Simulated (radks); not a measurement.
Values are calculated unless marked as measured or tabulated.
Dipole-allowed excitations along the series with 30 electrons in [Ar] 3d10 4s2. Code: a radial shooting solver on a logarithmic mesh with Libxc functionals. Model: scalar-relativistic Kohn-Sham, PBE, spin-polarised, spherical densities, finite nucleus; Fermi nuclear charge, rms radius of each element as measured or else 0.836 A^(1/3) + 0.57 fm. Time-dependent linear response with the Hartree and adiabatic LDA kernel, continuum included through the Sternheimer equations, no spin-orbit coupling, so fine structure and intercombination lines are absent. Lines are the poles of the dipole polarisability below minus the highest occupied eigenvalue, found on a grid refined at the orbital gaps; the lowest seven at most are given, and weak or close lines can be missed. The first line takes the name of the lowest orbital gap if no other gap lies below it; otherwise a line is named after a gap within 0.6 % of it, if that gap stands alone.

| species | -e(HOMO) (eV) | lowest orbital gap (eV) | first line (eV) | f | static alpha (bohr^3) |
|---|---|---|---|---|---|
| Rh15+ | 378.88 | 4s-4p 38.384 | 45.651 (4s-4p) | 1.31 | 0.5106 |
| Pd16+ | 418.95 | 4s-4p 40.950 | 48.563 (4s-4p) | 1.29 | 0.4446 |
| Ag17+ | 460.90 | 4s-4p 43.591 | 51.552 (4s-4p) | 1.28 | 0.3893 |
| Cd18+ | 504.72 | 4s-4p 46.314 | 54.622 (4s-4p) | 1.26 | 0.3424 |
| In19+ | 550.42 | 4s-4p 49.123 | 57.780 (4s-4p) | 1.25 | 0.3025 |
| Sn20+ | 598.02 | 4s-4p 52.025 | 61.030 (4s-4p) | 1.23 | 0.2683 |
